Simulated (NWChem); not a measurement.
Molecule: C₂HCl₂, doublet; SMILES [CH]=C(Cl)Cl

In the optimisation the excess spin sits in a' (Cs, its own frame).

Q: Give the equilibrium geometry at PBE0/def2-SVP, spin-unrestricted (NWChem) as a Z-matrix, with the point group.

A: point group Cs; any orientation.
```
C
C 1 1.3104
H 2 1.0857 1 140.42
Cl 1 1.7249 2 122.85 3 180.00
Cl 1 1.7384 2 122.40 3 0.00
```
